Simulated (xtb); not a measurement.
Here is a job for xtb.
```
$ xtb mol.xyz --gfn 2 --opt vtight --json

# file mol.xyz
8

F      1.08002063    -1.20546300     0.67356244
C      0.77989372    -0.15589065    -0.06459190
F      1.41643424     0.95407951     0.40554670
C     -0.73283450     0.13011665     0.02598277
F     -1.20632732     0.29433651     1.25282087
F     -1.07196111     1.19570289    -0.67240856
F     -1.47766800    -0.95289918    -0.51561374
H      1.10662592    -0.30532980    -1.08322471
```

Q: Predict the HOMO-LUMO gap from GFN2-xTB in xtb.

A: 12.71 eV

Q: Predict the dipole moment from GFN2-xTB.

A: 2.06 D

Q: Estimate the total energy at the end of the optimisation that GFN2-xTB returns for this input.

A: -28.4425 Eh
